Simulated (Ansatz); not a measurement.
Results of the Gaussian-basis code of Ansatz.

`[Li][O]C(C)(C)C`. Charge 0, multiplicity 1. All single points use the PBE0-D4/def2-TZVP geometry.

```xyz
15

Li   -2.019    2.412    0.213
O    -1.006    1.202    0.107
C    -0.126    0.151    0.013
C     0.422    0.058   -1.414
C    -0.842   -1.157    0.363
C     1.038    0.361    0.986
H     0.931    0.990   -1.674
H     1.129   -0.769   -1.534
H    -0.404   -0.087   -2.116
H    -1.242   -1.098    1.379
H    -1.679   -1.313   -0.324
H    -0.177   -2.024    0.302
H     0.656    0.435    2.008
H     1.765   -0.456    0.946
H     1.554    1.295    0.746
```

What is the dipole moment at ωB97M-V/def2-TZVPP? (Estimate.)

The calculation gave: 5.46 D, with components (-3.49, 4.17, 0.37) D in this frame, pointing from negative to positive charge.

And with PBE, r2SCAN, B3LYP? (An estimate is asked.)

The calculation gave: PBE 5.32 D, r2SCAN 5.56 D, B3LYP 5.40 D.

Give the Mulliken charges with ωB97M-V, B3LYP, r2SCAN in def2-TZVPP. (Best estimate.)

The calculation gave: 
| atom | ωB97M-V | B3LYP | r2SCAN |
| --- | --- | --- | --- |
| Li1 | 0.65 | 0.63 | 0.65 |
| O2 | -0.80 | -0.83 | -0.86 |
| C3 | 0.30 | 0.47 | 0.53 |
| C4 | -0.31 | -0.27 | -0.18 |
| C5 | -0.31 | -0.27 | -0.18 |
| C6 | -0.31 | -0.27 | -0.18 |
| H7 | 0.09 | 0.06 | 0.02 |
| H8 | 0.09 | 0.06 | 0.03 |
| H9 | 0.09 | 0.06 | 0.02 |
| H10 | 0.09 | 0.06 | 0.02 |
| H11 | 0.09 | 0.06 | 0.02 |
| H12 | 0.09 | 0.06 | 0.03 |
| H13 | 0.09 | 0.06 | 0.02 |
| H14 | 0.09 | 0.06 | 0.03 |
| H15 | 0.09 | 0.06 | 0.02 |

B3LYP here is the variant with VWN-RPA as its local correlation; programs differ in this.
